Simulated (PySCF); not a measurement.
**Computed beside measured shifts: C12H9F**

System: C12H9F (measured compound), SMILES Fc1ccc(-c2ccccc2)cc1.

Atom-mapped SMILES (hydrogens are numbered by the atom that bears them): [F:1][c:2]1[cH:3][cH:4][c:5](-[c:6]2[cH:7][cH:8][cH:9][cH:10][cH:11]2)[cH:12][cH:13]1

Computed with GIAO KT3/pcSseg-2, gas phase, PySCF SCF with an in-house response code, fitting set def2-universal-JFIT, grid level 2, non-relativistic, on the PBE0-D3(BJ)/def2-SVP geometry.

One optimised conformer. Values are averaged over the atoms that symmetry or fast rotation interchanges, on this one geometry and without vibrational averaging. Shifts are the reference shielding less the shielding here, at the same level (13C, 1H against isolated TMS; 19F against isolated CFCl3); nuclei without a reference have shieldings only.

(1) What shifts does this level give for F1, and how do they compare with measurement?

Results:

(1) 
| atom | nucleus | computed / ppm | measured / ppm | computed less measured | measured against | medium of the measurement |
| --- | --- | --- | --- | --- | --- | --- |
| F1 | 19F | -132.8 | -116.4 | -16.4 | CFCl3 | not stated |

Computed 19F and 31P shifts carry an offset from the reference molecule (CFCl3 is hard for DFT, lone H3PO4 or PH3 isn't the 85 % acid), so differences between compounds are more accurate than the values.

Measured values: G. Saielli, R. Bini, A. Bagno, Computational 19F NMR. 2. Organic compounds, RSC Adv. 2014, ESI.
